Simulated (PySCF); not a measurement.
C2H6MgSe. Atoms are numbered in the order given.

```xyz
10

Mg    -0.1049    -0.6625    -0.1836
C     -0.7376    -2.4100    -1.1760
C     -1.6147    -2.1929    -2.4211
H     -1.2751    -3.0402    -0.4430
H      0.1638    -2.9906    -1.4481
H     -1.0969    -1.6034    -3.1976
H     -2.5479    -1.6532    -2.1842
H     -1.9150    -3.1444    -2.8979
Se     0.6083     1.3947     0.9422
H      1.3616     0.5809     1.9214
```
Charge 0, spin multiplicity 1.

Geometry optimised at B3LYP-D3(BJ)/def2-SVP. The structure was generated by enumeration; whether it is a known compound was not checked. One conformer was computed; it need not be the lowest.

The numbers are results of TDA-LC-ωPBE/def2-SVPD (PySCF), not measurements.

Vertical excitations. 

**Question.** Give excitation energies, oscillator strengths and character. (Estimate from the structure and the level; the computed values follow.)

**Answer.** 
```
state  energy (eV)  λ (nm)      f                                                                  main pairs
-----  -----------  ------  -----  --------------------------------------------------------------------------
S1            5.10     243  0.070                                                              HOMO→LUMO 79 %
S2            5.51     225  0.003          HOMO→LUMO+1 42 %, HOMO→LUMO+4 35 %, HOMO→LUMO 9 %, HOMO→LUMO+7 7 %
S3            5.59     222  0.019                                      HOMO−1→LUMO+1 71 %, HOMO−1→LUMO+4 18 %
S4            5.66     219  0.343                                                            HOMO−1→LUMO 77 %
S5            5.92     210  0.022                                      HOMO−1→LUMO+2 72 %, HOMO−1→LUMO+6 23 %
S6            6.09     204  0.004      HOMO→LUMO+8 29 %, HOMO→LUMO+1 27 %, HOMO→LUMO+7 18 %, HOMO→LUMO+3 11 %
S7            6.30     197  0.107                        HOMO→LUMO+2 56 %, HOMO→LUMO+6 17 %, HOMO−2→LUMO 12 %
S8            6.52     190  0.065  HOMO−2→LUMO 33 %, HOMO−1→LUMO+3 19 %, HOMO−2→LUMO+1 9 %, HOMO−2→LUMO+4 5 %
S9            7.20     172  0.146                    HOMO−2→LUMO+1 44 %, HOMO−2→LUMO 17 %, HOMO−2→LUMO+4 15 %
S10           7.34     169  0.005                      HOMO→LUMO+3 41 %, HOMO→LUMO+5 28 %, HOMO−2→LUMO+2 14 %
T1            4.56     272      0                                                            HOMO−1→LUMO 74 %
T2            4.69     265      0                                                              HOMO→LUMO 67 %
T3            5.16     240      0        HOMO→LUMO+4 34 %, HOMO→LUMO 17 %, HOMO→LUMO+7 16 %, HOMO→LUMO+1 13 %
T4            5.25     236      0                                      HOMO−1→LUMO+1 65 %, HOMO−1→LUMO+4 21 %
```
Triplets are in the Tamm–Dancoff approximation.
